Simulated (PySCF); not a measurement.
NMR data sheet: CH6O3Si

```yaml
Formula: CH6O3Si
SMILES: C[Si](O)(O)O
InChI: InChI=1S/CH6O3Si/c1-5(2,3)4/h2-4H,1H3
Point_group_of_the_computed_structure: C1
Degrees_of_unsaturation: 0
Carbon_signals: 1
Proton_signals: 2
```

Atom-mapped SMILES (the numbers label the heavy atoms): `[CH3:1][Si:2]([OH:3])([OH:4])[OH:5]` (H(Xn): hydrogen on atom n).

Computational details: GIAO B97-2/pcSseg-2 shieldings, geometry from PBE0-D3(BJ)/def2-TZVP, in PySCF 2.14 (a single conformation, rapidly exchanging positions averaged, gas phase, non-relativistic).

Chemical shifts δ = σref − σ; TMS for ¹H, ¹³C, ²⁹Si; ¹⁷O vs H2O, all at this level.

| carbon | δC, type | δH (multiplicity) | HMBC from (2–3 bonds) | span of the C tensor (ppm) |
| --- | --- | --- | --- | --- |
| C1 | -4.7, CH3 | 0.11 (s) | – | 8 |

Other nuclei:
```tsv
atoms	nucleus	environment	δ (ppm)	σ (ppm)
H(O3)/H(O4)/H(O5)	¹H	hydrogen on an oxygen bonded to Si	1.68	29.96
Si2	²⁹Si	silicon bonded to C, 3 O	-32.6	381.1
O3/O4/O5	¹⁷O	oxygen bonded to Si, H	55.9	271.7
```

δC -4.7: methyl carbon bonded to Si; an electropositive neighbour leaves it electron-rich and shielded. δH 1.68: hydrogen on an oxygen bonded to Si; exchangeable; this is the value without hydrogen bonding to other molecules. δH 0.11: hydrogen on a methyl carbon bonded to Si; an electropositive neighbour shields it, as in TMS itself.

Exchangeable OH/NH protons stand at their gas-phase positions; hydrogen bonding in a real sample shifts them, mostly to higher δ. Shifts are as computed. Against solution values, carbons near 30 ppm lie about +3 ppm off and those near 130 ppm about +7 ppm. Of 1211 compounds with measured shifts, 218 miss one by over three times the rms of a fit or turn the order of signals round; such compounds aren't used in these exercises. Experimental scales use liquid or dissolved standards, which lie at an offset from isolated H2O (liquid H2O: subtract about 36 ppm).
